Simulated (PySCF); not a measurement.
Br2H2O2Si, SMILES O[Si](O)(Br)Br.

Geometry optimised at PBE-D3(BJ)/def2-SVP. This is a generated structure with no PubChem entry under its InChIKey; it may be hypothetical. The values are those of a single conformer.

All values below come from PBE-D3(BJ)/def2-SVP (PySCF).

Frequencies are harmonic and unscaled.

Computed vibrational spectrum:
```
mode  ν (cm⁻¹)  IR (km/mol)  moving atoms (share of kinetic energy)
----  --------  -----------  --------------------------------------
1           95         14.5                 Br 62 %, O 18 %, H 14 %
2          142         36.5                 O 45 %, H 33 %, Br 19 %
3          178         39.4                           H 85 %, O 9 %
4          229          9.0                O 56 %, Si 32 %, Br 10 %
5          231         22.3                 H 47 %, O 36 %, Br 16 %
6          245         39.5                 O 55 %, Br 25 %, H 19 %
7          269         44.8                 O 57 %, Br 26 %, H 16 %
8          400         82.0                Si 43 %, O 37 %, Br 16 %
9          487        184.2                Si 75 %, Br 14 %, H 10 %
10         769        185.7                          H 52 %, O 42 %
11         828        354.5                 H 67 %, O 21 %, Si 12 %
12         858         34.9                 H 38 %, O 34 %, Si 27 %
13         948         76.3                 Si 45 %, O 42 %, H 14 %
14        3740        119.1                                  H 94 %
15        3742         70.5                                  H 94 %
```
